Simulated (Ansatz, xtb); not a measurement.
**Two conformers of ClF2H2Si2**

We compare a, `F[SiH](F)[SiH]Cl`, a doublet, with b, `F[SiH](F)[SiH]Cl`, a doublet. Both are isolated molecules in the gas phase, relaxed with B3LYP/6-31G*.

a (Å):

```xyz
7

Cl    2.2714    1.6626    0.9176
F    -1.7300    0.5077    0.4305
F    -1.1131   -1.9700    0.8431
Si   -0.6663   -0.4562    1.1567
Si    1.5104   -0.1885    0.3186
H    -0.7420   -0.2186    2.6166
H     1.6186   -0.2589   -1.1673
```

b (Å):

```yaml
atoms:
  - { symbol: Cl, position_ang: [-1.7872, -1.1616, 1.8663] }
  - { symbol: F, position_ang: [-0.2028, -0.7966, -1.9574] }
  - { symbol: F, position_ang: [1.7096, -0.6361, -0.2270] }
  - { symbol: Si, position_ang: [0.4229, 0.1348, -0.8073] }
  - { symbol: Si, position_ang: [-1.2082, 0.5499, 0.8279] }
  - { symbol: H, position_ang: [0.8743, 1.4100, -1.4177] }
  - { symbol: H, position_ang: [-0.7406, 1.5484, 1.8342] }
```

Estimate E(b) − E(a) at the level CCSD(T)/def2-SVP + ΔMP2/def2-TZVPP.

Too close to call at this level: CCSD(T)/def2-SVP + ΔMP2/def2-TZVPP gives E(b) − E(a) = +0.016 eV.

Level by level:

| level | geometry | E(b) − E(a) (eV) | departure from the last row (eV) | job, with rough time for the two |
| --- | --- | --- | --- | --- |
| B3LYP/6-31G* | B3LYP/6-31G* | +0.020 | +0.004 | optimisation, 51 s |
| HF/def2-SVP | B3LYP/6-31G* | +0.032 | +0.017 | part of the CCSD(T) run |
| MP2/def2-SVP | B3LYP/6-31G* | +0.023 | +0.008 | part of the CCSD(T) run |
| CCSD(T)/def2-SVP | B3LYP/6-31G* | +0.022 | +0.007 | single point |
| CCSD(T)/def2-SVP + ΔMP2/def2-TZVPP | B3LYP/6-31G* | +0.016 |  | single point, 34 s |

The largest departure from CCSD(T)/def2-SVP + ΔMP2/def2-TZVPP is that of HF/def2-SVP, 0.017 eV. Levels run at GFN2-xTB geometries aren't shown. The last row adds to CCSD(T) the change of the MP2 difference between the two basis sets, here −0.007 eV.

With harmonic frequencies from B3LYP/6-31G* (ideal gas, rigid rotor, one conformer each, 298.15 K, 1 atm): on the last row, ΔE + ΔZPE = +0.017 eV. A mode under 50 cm⁻¹ makes harmonic enthalpies and free energies unreliable, so none is given.

Open shells are spin-unrestricted. The correlated steps freeze 17 core orbitals. Run with Ansatz 0.2.0; the last row on 2 threads of Intel(R) Xeon(R) Platinum 8375C CPU @ 2.90GHz (Ice Lake) on a shared host.
